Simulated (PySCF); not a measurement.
# Core binding energy against partial charge

C5H11NO2Si.
Bonds: C1–C2, C2–O3 (double), C2–Si4, Si4–C5, C5–O6 (double), C5–N7, N7–C8, N7–C9. Hydrogens: H10, H11, H12 on C1; H13, H14 on Si4; H15, H16, H17 on C8; H18, H19, H20 on C9.

Binding energies: delta-SCF UKS SCAN, pcX-2 on the ionised atom, pcseg-1 elsewhere, spin-free X2C in PySCF 2.14.0. Charges: PBE0/pcSseg-1 ground-state density, for the ionised atom.

```tsv
atom	environment	C 1s (eV)	Mulliken (e)	IAO (e)	Hirshfeld (e)	ESP (e)
C1	methyl carbon next to a carbonyl	291.02	-0.274	-0.464	-0.121	-0.521
C8	N-methyl carbon	291.65	-0.088	-0.314	-0.065	-0.392
C5	carbonyl carbon	292.72	+0.251	+0.179	+0.078	+0.435
```

Task: Give the correlation coefficient and slope of binding energy on charge for each scheme.

Result: Mulliken: r = 1.00, slope 3.2 eV per e; Hirshfeld: r = 1.00, slope 8.3 eV per e; IAO: r = 0.99, slope 2.5 eV per e; ESP: r = 0.97, slope 1.6 eV per e. On 3 points no scheme stands out.

Task: The point-charge model writes a binding energy as kq + V + constant, with V the potential of the other atoms' charges at the site. What does it give with the Mulliken charges?

Result: V = Σ 14.40 eV Å × q/r over all other atoms: +4.48 eV at C1, +0.05 eV at C8, -6.64 eV at C5. Fitting binding energy − V to q gives k = 24.3 eV per e and leaves an rms residual of 0.24 eV, against 0.01 eV for the fit on q alone. The model has no term for differences in relaxation between sites.

One conformer (not necessarily the lowest) at the PBE0-D3(BJ)/def2-SVP geometry, without solvent, vibrations or thermal averaging.

The values belong to the conformer `[CH3:1][C:2](=[O:3])[SiH2:4][C:5](=[O:6])[N:7]([CH3:8])[CH3:9]`: C1–C2–Si4–C5 97°, C2–Si4–C5–O6 -108°, Si4–C5–N7–C8 177°.
